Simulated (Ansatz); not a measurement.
C2H2FSn, SMILES `C#[C][SnH][F]` radical, relaxed with UKS PBE0-D4/def2-TZVP in Ansatz from a PBE-D4/def2-SVP geometry. The force threshold is 0.005 eV/Å; the program also tests the step.

Total charge 0; spin multiplicity 2. Sn takes the def2 core potential.

Start:

```xyz
6

C     0.208   -0.185   -1.896
C     0.129   -0.167   -0.666
Sn    0.028   -0.421    1.432
F    -1.773    0.220    1.910
H     0.273   -0.160   -2.977
H     1.134    0.713    2.198
```

(1) How much energy does the relaxation release, and in how many steps? (An estimate is asked.)

(2) Which bonds change most? (An estimate is asked.)

(3) Give the relaxed structure. (Best estimate.)

Results:

(1) The calculation gave: 6.71 kJ/mol, in 5 steps.

(2) Ansatz gave: Sn3–F4 from 1.971 to 1.927 Å; Sn3–H6 from 1.759 to 1.726 Å; C2–Sn3 from 2.116 to 2.082 Å; C1–C2 from 1.232 to 1.209 Å.

(3) Computed: 
```xyz
6

C     0.201   -0.181   -1.870
C     0.118   -0.168   -0.665
Sn    0.037   -0.400    1.403
F    -1.729    0.215    1.870
H     0.265   -0.163   -2.935
H     1.107    0.697    2.196
```
